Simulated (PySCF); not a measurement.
F₄H₂OSi₂.

```xyz
9

Si     1.8531     0.5330     0.8056
F      2.4477    -0.9535     0.5951
O      0.4056     0.6220     0.0081
Si    -1.0260    -0.0081    -0.3785
F     -2.1271     1.1400    -0.4385
F     -1.4847    -1.0863     0.7023
F     -0.9721    -0.7198    -1.8013
H      1.6287     0.7415     2.2544
H      2.7727     1.5095     0.1836
```
Charge 0, spin multiplicity 1.

Geometry: PBE0-D3(BJ)/def2-SVP. Other conformers were not sampled.

Level of theory: PBE/pcSseg-1 in PySCF. Non-relativistic, no solvent.

Computed absolute GIAO shielding of each atom: isotropic value and principal components (ppm):
```tsv
atom	σ(iso)	σ11	σ22	σ33	span
Si1	360.1	333.7	368.7	378.0	44.3
F2	315.3	217.6	333.3	395.0	177.5
O3	245.6	184.4	269.1	283.2	98.9
Si4	437.6	430.7	436.6	445.7	15.0
F5	322.3	275.2	281.6	410.2	134.9
F6	320.9	269.6	281.4	411.5	141.8
F7	319.6	271.9	278.1	408.8	136.9
H8	25.9	22.5	23.9	31.3	8.8
H9	26.0	22.6	23.8	31.7	9.2
```
